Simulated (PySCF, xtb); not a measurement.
BI3, SMILES IB(I)I.

GFN2-xTB in xtb at its own geometry gives an orbital gap of 3.42 eV and a dipole moment of 0.00 D.

Coordinates come from a B3LYP-D3(BJ)/def2-SVP optimisation. The isomer is the one that the SMILES or the coordinates give; other isomers of the formula were not compared. The def2 effective core potentials stand for the cores of I; spin–orbit coupling is left out.

**Question.** What does PBE0/def2-TZVP (PySCF) give? (An estimate is asked for; the answer gives what the named calculation found.)

**Answer.** gap 4.86 eV (levels -7.41 and -2.56 eV), dipole 0.00 D.
